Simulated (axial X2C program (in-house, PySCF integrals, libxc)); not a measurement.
**Worked dissociation energy of SeBr⁻: PW91, spin-free**

Computed with an in-house all-electron X2C program for linear molecules (integrals from PySCF). Spin-free means the one-electron spin-free X2C Hamiltonian. Basis: Br dyall-acv3z [9s10p7d5f1g], Se dyall-acv3z [9s10p7d5f1g] (cores contracted in-house); Gaussian nuclei, density fitting, unrestricted open shells. Masses: Br 78.918 u, Se 79.917 u.

Molecular state: M_S = 0, Λ = 0 (closed shell).

| Property | Result |
| --- | --- |
| E(Br-) (2M_S = 0, M_L = 0) | -2606.627969 hartree |
| E(Se) (2M_S = 2, M_L = 0) | -2430.086668 hartree |
| E(SeBr⁻) at Re | -5036.782130 hartree |
| ωe | 253.5 cm⁻¹ |
| ωexe | 0.853 cm⁻¹ |

Work out De and D0.

De = -2606.627969 + (-2430.086668) − (-5036.782130) = 0.06749 hartree = 1.837 eV. The zero-point energy is ωe/2 − ωexe/4 = 127 cm⁻¹ = 0.016 eV, so D0 = 1.821 eV.

One determinant describes the state; a PBE0 search over occupations chose it and may have missed a lower one. The closed shell is kept restricted, so the energy runs too high when the bond is stretched far. De is counted from the lowest determinant-based energies of the atoms at the same level, without counterpoise correction. The highest occupied level of some functionals is positive through self-interaction error; at Hartree–Fock it is bound. Spin-free De lacks the spin–orbit lowering of the heavy p-block atom, a tenth of an eV or more for 4p and 5p, up to an eV for 6p and one to two eV for 7p atoms, less what an open-shell molecule gains itself.

Each atomic determinant is the lowest at this level and need not be a pure term. Totals compare only within one Hamiltonian and basis.
